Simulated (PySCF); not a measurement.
Species: C3H7B2F3.
Atom-mapped SMILES: `[BH2:1][CH2:2][BH:3][CH2:4][C:5]([F:6])([F:7])[F:8]`

Method: delta-SCF UKS SCAN, pcX-2 on the ionised atom, pcseg-1 elsewhere, spin-free X2C in PySCF. Binding energies are ΔSCF values: E(core-ionised, relaxed orbitals) − E(ground state) at a fixed geometry, referred to the vacuum level.

Some binding energies are withheld.

```csv
atom(s),bonded to,level,binding energy (eV)
B1,C and 2 H,B 1s,?
B3,2 C and H,B 1s,?
C2,2 H and 2 B,C 1s,?
C4,"C, 2 H and B",C 1s,291.26
C5,3 F and C,C 1s,298.09
F6/F7/F8,C,F 1s,693.78
```

(1) What is the C 1s binding energy of C2?

(2) Fill in B 1s for B1.

(3) What is the B 1s binding energy of B3?

Answers

(1) 290.37 eV (sp3 carbon bound to boron). The nearest listed C 1s value is that of C4; the shift against it is -0.89 eV.

(2) 196.43 eV (three-coordinate boron).

(3) 196.52 eV (three-coordinate boron).

The listed C 1s values span 7.72 eV, from C2 (bonded to 2 H and 2 B) to C5 (bonded to 3 F and C). The widest gap between neighbouring values is 6.83 eV, between 291.26 and 298.09 eV.

Question: Which photon energy gives electrons from B 1s of B3 a kinetic energy of 200 eV, and what is their de Broglie wavelength?

Answer: hν = 196.52 + 200 = 396.52 eV, recoil neglected; λ = 12.264 Å/√(E/eV) = 0.87 Å.

One atom of each set of topologically equivalent atoms was ionised and stands for the set; in this conformer not all members are related by symmetry, and their own values weren't computed. The unrestricted hole states depart most from a pure doublet (⟨S²⟩ = 0.75; over 0.85 named) for B 1s of B1 (0.87), which makes this value less certain. Geometry: PBE0-D3(BJ)/def2-SVP, one conformer, isolated molecule.

The run took 2.0 min on one thread, Arm Neoverse N1 (aarch64) (shared host), and the process peaked at 0.59 GiB of memory.

Conformer computed: `[BH2:1][CH2:2][BH:3][CH2:4][C:5]([F:6])([F:7])[F:8]`: B1–C2–B3–C4 -116°, C2–B3–C4–C5 167°, B3–C4–C5–F6 -60°.
